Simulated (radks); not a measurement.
Results of a calculation; reference values are marked as such.
Removal energies from the copper ion Cu3+, [Ar] 3d8, by Delta-SCF beside the eigenvalue of the level emptied. Level of theory: non-relativistic Kohn-Sham, PBE, spin-polarised, spherical densities, point nucleus (a radial shooting solver on a logarithmic mesh with Libxc functionals). Open shells are filled with parallel spins first.

| removed from | final configuration | Delta-SCF (eV) | -eigenvalue (eV) |
|---|---|---|---|
| 3d | [Ar] 3d7 | 58.371 | 47.959 |
| 3p | [Ne] 3s2 3p5 3d8 | 126.71 | 115.52 |
| 3s | [Ne] 3s1 3p6 3d8 | 167.01 | 155.64 |
| 2p | [He] 2s2 2p5 3s2 3p6 3d8 | 990.93 | 958.40 |
